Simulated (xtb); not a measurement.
F$_{4}$Ti, charge -1, doublet, at a GFN2-xTB geometry (such geometries of metal compounds can be far from the true shape) (the multiplicity is a formal guess), atoms displaced at random by about 0.06 Å a coordinate; GFN2-xTB (xtb).

The xtb input:
```
$ xtb mol.xyz --gfn 2 --chrg -1 --uhf 1 --opt --json

# file mol.xyz
5

Ti    -0.05482572     0.00560520    -0.09835104
F      1.26430000     0.55142526    -1.09606004
F      1.10283692    -0.82172896     1.15306881
F     -1.30888183    -0.54004216    -1.17151842
F     -1.04831703     0.82638791     1.09006030
```

The log (banner, timings and long lists left out):

```
   ID    Z sym.   atoms
    1   22 Ti     1
    2    9 F      2-5

           -------------------------------------------------
          |                Calculation Setup                |
           -------------------------------------------------

           -------------------------------------------------
          |                 G F N 2 - x T B                 |
           -------------------------------------------------

          ...................................................
          :                      SETUP                      :
          :.................................................:
          :  # basis functions                  26          :
          :  # atomic orbitals                  25          :
          :  # shells                           11          :
          :  # electrons                        33          :
          :  max. iterations                   250          :
          :  Hamiltonian                  GFN2-xTB          :
          :  restarted?                      false          :
          :  GBSA solvation                  false          :
          :  PC potential                    false          :
          :  electronic temp.          300.0000000     K    :
          :  accuracy                    1.0000000          :
          :  -> integral cutoff          0.2500000E+02      :
          :  -> integral neglect         0.1000000E-07      :
          :  -> SCF convergence          0.1000000E-05 Eh   :
          :  -> wf. convergence          0.1000000E-03 e    :
          :  Broyden damping             0.4000000          :
          :  net charge                         -1          :
          :  unpaired electrons                  1          :
          ...................................................

 iter      E             dE          RMSdq      gap      omega  full diag
   1    -21.1051618 -0.211052E+02  0.635E+00    0.80       0.0  T
   2    -21.1498851 -0.447232E-01  0.360E+00    0.75       1.0  T
   3    -21.1509862 -0.110116E-02  0.178E+00    0.74       1.0  T
   4    -21.1510631 -0.768232E-04  0.233E-01    0.75       1.0  T
   5    -21.1510792 -0.161038E-04  0.919E-02    0.75       1.0  T
   6    -21.1510900 -0.108311E-04  0.214E-02    0.75       2.1  T
   7    -21.1510898  0.197736E-06  0.127E-02    0.75       3.5  T
   8    -21.1510900 -0.220038E-06  0.234E-03    0.75      19.1  T
   9    -21.1510900 -0.151073E-08  0.497E-04    0.75      90.0  T
  10    -21.1510900 -0.380588E-09  0.104E-04    0.75     429.7  T

   *** convergence criteria satisfied after 10 iterations ***

         :::::::::::::::::::::::::::::::::::::::::::::::::::::
         ::                     SUMMARY                     ::
         :::::::::::::::::::::::::::::::::::::::::::::::::::::
         :: total energy             -21.120078532302 Eh    ::
         :: gradient norm              0.039828065187 Eh/a0 ::
         :: HOMO-LUMO gap              0.746015142625 eV    ::
         ::.................................................::
         :: SCC energy               -21.151089640583 Eh    ::
         :: -> isotropic ES            0.210305784657 Eh    ::
         :: -> anisotropic ES         -0.002800284380 Eh    ::
         :: -> anisotropic XC         -0.000871445575 Eh    ::
         :: -> dispersion             -0.001955837778 Eh    ::
         :: repulsion energy           0.031011108281 Eh    ::
         :: add. restraining           0.000000000000 Eh    ::
         :: total charge              -1.000000000090 e     ::
         :::::::::::::::::::::::::::::::::::::::::::::::::::::

      -----------------------------------------------------------
     |                   =====================                   |
     |                        A N C O P T                        |
     |                   =====================                   |
     |               Approximate Normal Coordinate               |
     |                Rational Function Optimizer                |
      -----------------------------------------------------------
      -----------------------------------------------------------
     |                   =====================                   |
     |                        A N C O P T                        |
     |                   =====================                   |
     |               Approximate Normal Coordinate               |
     |                Rational Function Optimizer                |
      -----------------------------------------------------------

          ...................................................
          :                      SETUP                      :
          :.................................................:
          :   optimization level            normal          :
          :   max. optcycles                   200          :
          :   ANC micro-cycles                  20          :
          :   degrees of freedom                 9          :
          :.................................................:
          :   RF solver                   davidson          :
          :   write xtbopt.log                true          :
          :   linear?                        false          :
          :   energy convergence         0.5000000E-05 Eh   :
          :   grad. convergence          0.1000000E-02 Eh/α :
          :   maxmium RF displ.          1.0000000          :
          :   Hlow (freq-cutoff)         0.1000000E-01      :
          :   Hmax (freq-cutoff)         5.0000000          :
          :   S6 in model hess.         20.0000000          :
          ...................................................

generating ANC from exact Hessian ...
Using Lindh-Hessian (1995)
 Shifting diagonal of input Hessian by    0.0000000000000000
 Lowest  eigenvalues of input Hessian
    0.000000    0.000000    0.000000    0.000000    0.000000    0.000000
    0.028071    0.035887    0.054787    0.070257    0.083832    0.401809
[...]
 * total energy  :   -21.1200785 Eh     change       -0.1000444E-10 Eh
 * total energy  :   -21.1225019 Eh     change       -0.2423384E-02 Eh
 * total energy  :   -21.1245637 Eh     change       -0.2061763E-02 Eh
 * total energy  :   -21.1246596 Eh     change       -0.9591726E-04 Eh
 * total energy  :   -21.1246958 Eh     change       -0.3616316E-04 Eh
 * total energy  :   -21.1246990 Eh     change       -0.3236469E-05 Eh
   *** GEOMETRY OPTIMIZATION CONVERGED AFTER 6 ITERATIONS ***
[...]
          :  -> SCF convergence          0.1000000E-05 Eh   :
          :  -> wf. convergence          0.1000000E-03 e    :
          :  Broyden damping             0.4000000          :
          :  net charge                         -1          :
          :  unpaired electrons                  1          :
          ...................................................

 iter      E             dE          RMSdq      gap      omega  full diag
   1    -21.1499821 -0.211500E+02  0.403E-05    0.64       0.0  T
   2    -21.1499821 -0.497380E-13  0.237E-05    0.64    1888.9  T
   3    -21.1499821 -0.532907E-13  0.367E-06    0.64   12191.1  T

   *** convergence criteria satisfied after 3 iterations ***

         :::::::::::::::::::::::::::::::::::::::::::::::::::::
         ::                     SUMMARY                     ::
         :::::::::::::::::::::::::::::::::::::::::::::::::::::
         :: total energy             -21.124698995996 Eh    ::
         :: gradient norm              0.000365941995 Eh/a0 ::
         :: HOMO-LUMO gap              0.643358984499 eV    ::
         ::.................................................::
         :: SCC energy               -21.149981706336 Eh    ::
         :: -> isotropic ES            0.210061196580 Eh    ::
         :: -> anisotropic ES         -0.003284531646 Eh    ::
         :: -> anisotropic XC         -0.000969181395 Eh    ::
         :: -> dispersion             -0.001947618002 Eh    ::
         :: repulsion energy           0.025282710340 Eh    ::
         :: add. restraining           0.000000000000 Eh    ::
         :: total charge              -1.000000000002 e     ::
         :::::::::::::::::::::::::::::::::::::::::::::::::::::

           -------------------------------------------------
          |                Property Printout                |
           -------------------------------------------------

    * Orbital Energies and Occupations

         #    Occupation            Energy/Eh            Energy/eV
      -------------------------------------------------------------
         1        2.0000           -0.6507527             -17.7079
       ...           ...                  ...                  ...
         5        2.0000           -0.3266987              -8.8899
         6        2.0000           -0.3057410              -8.3196
         7        2.0000           -0.2979166              -8.1067
         8        2.0000           -0.2978615              -8.1052
         9        2.0000           -0.2922641              -7.9529
        10        2.0000           -0.2908471              -7.9144
        11        2.0000           -0.2907090              -7.9106
        12        2.0000           -0.2906093              -7.9079
        13        2.0000           -0.2890276              -7.8648
        14        2.0000           -0.2871115              -7.8127
        15        2.0000           -0.2870660              -7.8115
        16        2.0000           -0.2868318              -7.8051
        17        1.0000           -0.0868030              -2.3620 (HOMO)
        18        0.0000           -0.0631600              -1.7187 (LUMO)
        19                         -0.0488232              -1.3285
        20                         -0.0487843              -1.3275
        21                          0.0143698               0.3910
        22                          0.4341044              11.8126
        23                          0.4472976              12.1716
        24                          0.7500641              20.4103
        25                          0.7508714              20.4323
      -------------------------------------------------------------
                  HL-Gap            0.0236430 Eh            0.6434 eV
             Fermi-level           -0.1308995 Eh           -3.5620 eV

     #   Z          covCN         q      C6AA      α(0)
     1  22 Ti       2.654     0.928   109.102    25.525
     2   9 F        0.663    -0.482    14.625     4.514
     3   9 F        0.663    -0.482    14.626     4.514
     4   9 F        0.663    -0.482    14.625     4.514
     5   9 F        0.663    -0.482    14.626     4.514

 Mol. C6AA /au·bohr⁶  :        593.121843
 Mol. C8AA /au·bohr⁸  :      28208.591528
 Mol. α(0) /au        :         43.581482

Wiberg/Mayer (AO) data.
largest (>0.10) Wiberg bond orders for each atom

 ---------------------------------------------------------------------------
     #   Z sym  total        # sym  WBO       # sym  WBO       # sym  WBO
 ---------------------------------------------------------------------------
     1  22 Ti   3.288 --     2 F    0.822     4 F    0.822     5 F    0.822
                             3 F    0.822
     2   9 F    0.904 --     1 Ti   0.822
     3   9 F    0.904 --     1 Ti   0.822
     4   9 F    0.904 --     1 Ti   0.822
     5   9 F    0.904 --     1 Ti   0.822
 ---------------------------------------------------------------------------

Topologies differ in total number of bonds
Writing topology from bond orders to xtbtopo.mol

molecular dipole:
                 x           y           z       tot (Debye)
 q only:        0.016      -0.011       0.048
   full:        0.015      -0.014       0.049       0.135
molecular quadrupole (traceless):
                xx          xy          yy          xz          yz          zz
 q only:       -2.595       1.037       5.320      -0.007       0.004      -2.725
  q+dip:       -2.803       1.120       5.745      -0.007       0.005      -2.942
   full:       -2.833       1.133       5.804      -0.008       0.005      -2.972

optimized geometry written to: xtbopt.xyz

           -------------------------------------------------
          | TOTAL ENERGY              -21.124698995996 Eh   |
          | GRADIENT NORM               0.000365941995 Eh/α |
          | HOMO-LUMO GAP               0.643358984499 eV   |
           -------------------------------------------------

normal termination of xtb
```
